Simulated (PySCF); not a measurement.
Molecule: SMILES CC[SiH2]C(C)=O (C4H10OSi). Atoms near the plane z = 0.0 Å, at the GFN2-xTB optimised geometry (x, y, z in Å): C1 (2.7, -1.4, 0.0), C2 (1.2, -1.3, 0.0), Si3 (0.6, 0.5, 0.0), C4 (-1.4, 0.5, 0.0), C5 (-2.0, 1.9, 0.0), O6 (-2.0, -0.5, 0.0), H7 (3.1, -0.9, -0.9), H8 (3.1, -0.9, 0.8), H9 (3.0, -2.4, 0.0), H10 (0.7, -1.8, -0.8), H11 (0.8, -1.8, 0.9), H14 (-3.1, 1.8, 0.0), H15 (-1.7, 2.4, 0.9), H16 (-1.7, 2.4, -0.9).

Computed with CAM-B3LYP/def2-TZVP run with PySCF. Cells within 0.4 Å of a nucleus heavier than hydrogen are left out (blank, or x). The values are rescaled to run from 0 to 1.

```
|1111111111111111111111111|
|1111111111111111111111111|
|1111111111111111111111111|
|1111111111111111111111111|
|1111111111111111111111111|
|1111111111111111111111111|
|1111111011111111111111111|
|1111113131011111111111111|
|1111079xx0000011111111111|
|1111013384110011111111111|
|111111016x441x10011111111|
|111111003x862xx0011111111|
|1111112396121131001111111|
|1111113xx3001363100111111|
|1111111392111264312211111|
|11111111211100xx7xx001111|
|1111111111111120228311111|
|1111111111111110018511111|
|1111111111111111111111111|
|1111111111111111111111111|
|1111111111111111111111111|
|1111111111111111111111111|
|1111111111111111111111111|
|1111111111111111111111111|
|1111111111111111111111111|
```
Scale: ten equal steps from 0.000 (start of '0') to 1.00 (end of '9'), in the order '0123456789'; x runs from -5.50 to 5.50, y from -5.50 (bottom) to 5.50 (top).

Problem. Which quantity is mapped?
A. deformation density (molecule minus spherical neutral atoms)
B. log10 of the electron density
C. electrostatic potential
D. Laplacian of the electron density

Solution. A, deformation density (molecule minus spherical neutral atoms). In full: deformation density (molecule minus spherical neutral atoms) (e/bohr³).
